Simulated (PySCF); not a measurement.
ethenyl silylformate (C3H6O2Si), SMILES [SiH3]C(=O)OC=C.

Coordinates come from a PBE0-D3(BJ)/def2-SVP optimisation. One conformer was computed; it need not be the lowest.

These are TDA-PBE/def2-SVPD in PySCF values and carry that method's errors.

Vertical excitations. Isolated molecule, no solvent.

```tsv
state	energy (eV)	λ (nm)	f	main pairs
S1	4.45	279	0.003	HOMO→LUMO 99 %
S2	5.03	247	0.197	HOMO−1→LUMO 88 %
S3	5.95	208	0.000	HOMO→LUMO+1 98 %
S4	6.15	202	0.002	HOMO−1→LUMO+2 100 %
S5	6.17	201	0.004	HOMO→LUMO+2 92 %
S6	6.45	192	0.012	HOMO−2→LUMO 93 %
S7	6.51	191	0.003	HOMO−1→LUMO+3 97 %
S8	6.52	190	0.082	HOMO→LUMO+3 84 %
S9	6.74	184	0.023	HOMO−3→LUMO 54 %, HOMO→LUMO+4 35 %
S10	6.81	182	0.002	HOMO−4→LUMO 53 %, HOMO−1→LUMO+4 46 %
T1	3.84	322	0	HOMO−1→LUMO 94 %
T2	3.88	319	0	HOMO→LUMO 99 %
T3	5.19	239	0	HOMO−1→LUMO+1 89 %
T4	5.81	213	0	HOMO→LUMO+1 99 %
```
Triplets are in the Tamm–Dancoff approximation.
